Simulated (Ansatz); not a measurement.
`[Cl][Ga]([Cl])[Cl]` and `ClB(Cl)Cl` differ in one element.

Ansatz, PBE0-D4/def2-TZVP geometries, multiplicity 1. 

Scalar relativity is left out up to krypton.

```json
{"property": "HOMO energy (PBE/def2-TZVPP) / eV", "`[Cl][Ga]([Cl])[Cl]`": "-8.01"}
{"property": "LUMO energy (PBE/def2-TZVPP) / eV", "`[Cl][Ga]([Cl])[Cl]`": "-2.89"}
{"property": "zero-point energy (PBE0-D4/def2-TZVP) / kJ/mol", "`[Cl][Ga]([Cl])[Cl]`": "10.2"}
{"property": "HOMO–LUMO gap (PBE/def2-TZVPP) / eV", "`[Cl][Ga]([Cl])[Cl]`": "5.13"}
{"property": "HOMO–LUMO gap (PBE0/def2-TZVPP) / eV", "`[Cl][Ga]([Cl])[Cl]`": "7.52"}
{"property": "LUMO energy (ωB97M-V/def2-TZVPP) / eV", "`[Cl][Ga]([Cl])[Cl]`": "0.04"}
```

Task: Give the same properties after the change, and the shifts. (An estimate is asked.)

Result: Ansatz gave: 
```csv
property,`ClB(Cl)Cl`,shift
HOMO energy (PBE/def2-TZVPP) / eV,-7.65,0.36
LUMO energy (PBE/def2-TZVPP) / eV,-2.61,0.28
zero-point energy (PBE0-D4/def2-TZVP) / kJ/mol,20.3,10.1
HOMO–LUMO gap (PBE/def2-TZVPP) / eV,5.04,-0.09
HOMO–LUMO gap (PBE0/def2-TZVPP) / eV,7.40,-0.12
LUMO energy (ωB97M-V/def2-TZVPP) / eV,0.47,0.43
```

With PBE0 the HOMO rises by 0.37 eV and the LUMO rises by 0.25 eV, so the gap narrows by about 0.12 eV. PBE moves the HOMO by 0.36 eV and ωB97M-V by 0.39 eV.
